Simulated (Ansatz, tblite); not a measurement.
Removing and adding an electron: GeBrH3 (GeH₃Br). The state is a singlet with charge 0. Geometry: PBE-D4/def2-TZVP. Ansatz, gas phase; energy differences of separate SCF runs; the oxidised species was run as a doublet alone; the reduced species was run as a doublet alone.

```xyz
5

Ge    0.164   -0.099    0.019
Br   -1.819    1.102   -0.210
H     1.101    0.734    0.918
H     0.750   -0.285   -1.396
H    -0.195   -1.451    0.669
```

The xTB rows come from tblite. Correlated methods freeze 18 core orbitals; core or outer-core shells of Ge, Br are correlated, in sets that lack core-valence functions.

Q: Estimate orbital energies and vertical ionisation energies and electron affinities at: GFN1-xTB; GFN2-xTB; HF/def2-TZVPD; HF/def2-TZVPP; PBE-D4/def2-TZVPD; r2SCAN-D4/def2-TZVP; r2SCAN-D4/def2-TZVPD; PBE0-D4/def2-TZVP; PBE0-D4/def2-TZVPD; MP2/def2-TZVPD; MP2/def2-TZVPP; CCSD/def2-TZVPD; CCSD/def2-TZVPP; CCSD(T)/def2-TZVPD; CCSD(T)/def2-TZVPP.

A: 
```json
{"level": "GFN1-xTB", "−HOMO (eV)": "12.57", "vertical IE (eV)": "15.76", "−LUMO (eV)": "6.06", "vertical EA (eV)": "–", "HOMO–LUMO gap (eV)": "6.52", "IE − EA (eV)": "–", "remarks": "–"}
{"level": "GFN2-xTB", "−HOMO (eV)": "11.63", "vertical IE (eV)": "15.04", "−LUMO (eV)": "5.45", "vertical EA (eV)": "2.32", "HOMO–LUMO gap (eV)": "6.18", "IE − EA (eV)": "12.72", "remarks": "–"}
{"level": "HF/def2-TZVPD", "−HOMO (eV)": "–", "vertical IE (eV)": "–", "−LUMO (eV)": "–", "vertical EA (eV)": "-1.47", "HOMO–LUMO gap (eV)": "–", "IE − EA (eV)": "–", "remarks": "HOMO above zero (-1 doublet)"}
{"level": "HF/def2-TZVPP", "−HOMO (eV)": "–", "vertical IE (eV)": "9.79", "−LUMO (eV)": "–", "vertical EA (eV)": "–", "HOMO–LUMO gap (eV)": "–", "IE − EA (eV)": "–", "remarks": "–"}
{"level": "PBE-D4/def2-TZVPD", "−HOMO (eV)": "7.00", "vertical IE (eV)": "–", "−LUMO (eV)": "1.77", "vertical EA (eV)": "-0.38", "HOMO–LUMO gap (eV)": "5.23", "IE − EA (eV)": "–", "remarks": "HOMO above zero (-1 doublet)"}
{"level": "r2SCAN-D4/def2-TZVP", "−HOMO (eV)": "7.31", "vertical IE (eV)": "10.56", "−LUMO (eV)": "1.34", "vertical EA (eV)": "–", "HOMO–LUMO gap (eV)": "5.97", "IE − EA (eV)": "–", "remarks": "–"}
{"level": "r2SCAN-D4/def2-TZVPD", "−HOMO (eV)": "7.32", "vertical IE (eV)": "–", "−LUMO (eV)": "1.42", "vertical EA (eV)": "-0.48", "HOMO–LUMO gap (eV)": "5.89", "IE − EA (eV)": "–", "remarks": "HOMO above zero (-1 doublet)"}
{"level": "PBE0-D4/def2-TZVP", "−HOMO (eV)": "8.25", "vertical IE (eV)": "10.61", "−LUMO (eV)": "0.74", "vertical EA (eV)": "–", "HOMO–LUMO gap (eV)": "7.52", "IE − EA (eV)": "–", "remarks": "–"}
{"level": "PBE0-D4/def2-TZVPD", "−HOMO (eV)": "8.27", "vertical IE (eV)": "–", "−LUMO (eV)": "0.93", "vertical EA (eV)": "-0.52", "HOMO–LUMO gap (eV)": "7.33", "IE − EA (eV)": "–", "remarks": "HOMO above zero (-1 doublet)"}
{"level": "MP2/def2-TZVPD", "−HOMO (eV)": "–", "vertical IE (eV)": "–", "−LUMO (eV)": "–", "vertical EA (eV)": "-0.82", "HOMO–LUMO gap (eV)": "–", "IE − EA (eV)": "–", "remarks": "HOMO above zero (-1 doublet)"}
{"level": "MP2/def2-TZVPP", "−HOMO (eV)": "–", "vertical IE (eV)": "10.81", "−LUMO (eV)": "–", "vertical EA (eV)": "–", "HOMO–LUMO gap (eV)": "–", "IE − EA (eV)": "–", "remarks": "–"}
{"level": "CCSD/def2-TZVPD", "−HOMO (eV)": "–", "vertical IE (eV)": "–", "−LUMO (eV)": "–", "vertical EA (eV)": "-0.86", "HOMO–LUMO gap (eV)": "–", "IE − EA (eV)": "–", "remarks": "HOMO above zero (-1 doublet)"}
{"level": "CCSD/def2-TZVPP", "−HOMO (eV)": "–", "vertical IE (eV)": "10.63", "−LUMO (eV)": "–", "vertical EA (eV)": "–", "HOMO–LUMO gap (eV)": "–", "IE − EA (eV)": "–", "remarks": "–"}
{"level": "CCSD(T)/def2-TZVPD", "−HOMO (eV)": "–", "vertical IE (eV)": "–", "−LUMO (eV)": "–", "vertical EA (eV)": "-0.79", "HOMO–LUMO gap (eV)": "–", "IE − EA (eV)": "–", "remarks": "HOMO above zero (-1 doublet)"}
{"level": "CCSD(T)/def2-TZVPP", "−HOMO (eV)": "–", "vertical IE (eV)": "10.68", "−LUMO (eV)": "–", "vertical EA (eV)": "–", "HOMO–LUMO gap (eV)": "–", "IE − EA (eV)": "–", "remarks": "–"}
```

Run but left out: PBE-D4/def2-TZVP (charge +1 doublet: an occupied level 0.00 eV above an empty one).   A HOMO above zero means that the electron is unbound at that level or that self-interaction error raises the level; the energy of removing that electron tells which. Raw xTB energy differences between charge states are shifted by several eV; the methods need an empirical correction for them. A negative affinity means that the extra electron isn't bound; its size then hangs on the basis.
